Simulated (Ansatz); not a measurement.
Cost and result up the ladder for Zn10H30Se10 (50 atoms). The state is a singlet with charge 0. Geometry: PBE-D4/def2-SVP.

Cartesian coordinates in Å:
```
Zn 2.5861 -1.3462 -1.7167
Zn -2.4121 -2.5022 -3.0731
Zn 1.9078 -2.2368 1.7248
Zn -3.3639 -2.5884 1.8548
Zn -1.1238 -0.1943 -4.5295
Zn 2.8411 1.4757 0.8911
Zn -0.9621 4.0056 -1.5523
Zn -1.0825 0.2420 -0.1925
Zn -2.0782 -0.5816 3.6705
Zn -1.0739 4.0131 1.4133
Se 0.3763 -2.6569 -2.4461
Se 2.1912 0.4938 -3.5633
Se 1.3248 -0.3727 0.1842
Se -2.6875 -1.6535 -0.5520
Se -0.5444 -3.2750 1.7937
Se 1.4940 -0.8598 3.9134
Se -1.1745 1.4699 -2.3344
Se 1.6737 3.2016 -0.7379
Se 1.6960 2.5987 2.9812
Se -1.6270 1.3941 1.8865
H 3.9328 -2.1236 -1.8141
H -2.5003 -1.0359 -3.7642
H -2.6723 -4.0329 -3.2300
H 3.0456 -3.3012 1.6670
H -3.9128 -4.0492 1.8231
H -3.4003 -1.1543 2.6164
H 0.2536 -1.0027 -4.1349
H -1.6153 0.6659 -5.7478
H 4.4040 1.4153 0.9146
H -0.5353 5.0226 -2.6572
H -1.8290 3.8072 -0.1844
H -0.7576 -1.5154 3.3080
H -2.5979 0.0138 5.0287
H 0.5546 3.8178 1.1752
H -1.9175 4.8919 2.4042
H 0.7535 -3.4676 -3.6304
H 0.5917 -3.8644 -1.5465
H 2.6834 -0.3286 -4.6940
H 3.5744 1.0646 -3.3639
H -3.8017 -0.6942 -0.7633
H -0.3187 -4.5611 1.0085
H -0.4798 -4.0400 3.0617
H 1.2211 -1.9272 4.9057
H 2.9472 -0.8219 4.3463
H -2.6575 1.5485 -2.3171
H 2.5932 3.0406 -1.9475
H 2.3121 4.5038 -0.4290
H 2.5059 3.8288 2.7959
H 2.7294 2.0719 3.9525
H -3.0676 1.6004 1.6005
```

Ansatz on 11 threads of AMD EPYC 7R13 on a shared host and a whole NVIDIA H100 80GB HBM3. Times are rough, and most runs start from the orbitals of an earlier one. r2SCAN0-D4/def2-TZVP serves as the yardstick here, not as an exact answer. Differences are given only for rows in sets of like size (and for xTB, whose basis is part of the method), since another set adds its own error. Binding counts from free atoms at the same level (Zn singlet, Se triplet, H doublet; other spins of the atoms weren't run), without zero-point energy or a counterpoise term.

Correlated methods freeze 180 core orbitals; core or outer-core shells of Se are correlated, in sets that lack core-valence functions. The rows differ in basis, and correlated rows in double-zeta sets carry the largest basis error. Single mean-field runs in def2-SVP, def2-TZVP are fitted with def2-universal-jkfit.

Correlated methods converge slowly with the basis, most of all in double-zeta sets.

| level | functions | wall time | binding energy per atom (eV) | difference from r2SCAN0-D4/def2-TZVP (eV) |
| --- | --- | --- | --- | --- |
| PBE-D4/def2-SVP | 780 | 3.9 s | 2.17 | – |
| PBE0-D4/def2-SVP | 780 | 7 s | 2.14 | – |
| PBE-D4/def2-TZVP (with forces) | 1140 | 7.5 s | 2.09 | -0.02 |
| r2SCAN-D4/def2-TZVP (with forces) | 1140 | 8.5 s | 2.14 | 0.03 |
| r2SCAN0-D4/def2-TZVP | 1140 | 12 s | 2.12 | 0.00 |
| PBE0-D4/def2-TZVP | 1140 | 12 s | 2.09 | -0.03 |
| MP2/def2-SVP | 780 | 13 s | 1.94 | – |
